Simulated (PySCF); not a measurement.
Molecule: SMILES O=C(NCCC)C, C5H11NO.

Geometry (Å), atoms numbered from 1 in this order:
```xyz
18

C    -1.8870    0.8886   -0.7221
C    -1.7894   -0.3360    0.1727
C    -0.5753   -1.2093   -0.1262
N     0.6824   -0.5288    0.0631
C     1.5016   -0.1923   -0.9752
C     2.7469    0.5671   -0.5694
O     1.2549   -0.4797   -2.1295
H    -2.7667    1.5008   -0.4734
H    -0.9958    1.5265   -0.6173
H    -1.9577    0.6024   -1.7826
H    -2.6921   -0.9609    0.0653
H    -1.7657   -0.0265    1.2334
H    -0.6038   -2.1229    0.4922
H    -0.5844   -1.5251   -1.1800
H     0.9314   -0.2238    0.9948
H     3.3502    0.7532   -1.4649
H     2.4837    1.5299   -0.1045
H     3.3407   -0.0076    0.1578
```

Geometry PBE0-D3(BJ)/def2-SVP throughout; GIAO in PySCF 2.14, gas phase, one conformer, non-relativistic; equivalent atoms averaged; basis pcSseg-1.

For orientation, OPBE gives these shifts δ (against TMS, NH3, H2O at the same level): C5 156.5, C3 39.1, C6 22.4, C1 12.6, N4 130.6, O7 406.1, H15 4.07, H16/H17/H18 1.82, H8/H9/H10 0.90 ppm.

A run gave: C5 170.9, C3 39.0, C6 24.4, C1 12.2, N4 128.8, O7 424.8, H15 3.84, H16/H17/H18 1.84, H8/H9/H10 0.93 ppm (shifts δ (against TMS, NH3, H2O at the same level)).

Task: Which functional was used in that run?
A. BHandHLYP
B. PBE
C. wB97X-D
D. PBE0

Result: C. C5 tells them apart best: wB97X-D gives 170.9, BHandHLYP gives 174.5, PBE gives 163.6, PBE0 gives 168.8 ppm.
